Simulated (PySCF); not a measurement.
## How methods differ on the ionisation energy of N⁺

N⁺ [He] 2s2 2p2 (3P) → N²⁺ [He] 2s2 2p1 (2P), as a difference of total energies. Calculation: PySCF 2.14, in x2c-QZVPPall (7s4p3d2f1g, 57 functions); the spin-free X2C one-electron Hamiltonian (Gaussian nucleus). Correlated levels: valence and next inner shell: nothing frozen. The calculations carry no spin-orbit coupling.

| method | ionisation energy (eV) | difference from reference (eV) |
| --- | --- | --- |
| UHF | 29.203 | -0.398 |
| MP2 (valence and next inner shell) | 29.690 | +0.089 |
| SCS-MP2 (valence and next inner shell) | 29.541 | -0.060 |
| CCSD (valence and next inner shell) | 29.538 | -0.063 |
| CCSD(T) (valence and next inner shell) | 29.553 | -0.048 |

Reference: 29.601 eV (semi-empirical (NIST evaluation); NIST Atomic Spectra Database, ionization energies).

Errors of the correlated levels include the incompleteness of this basis.
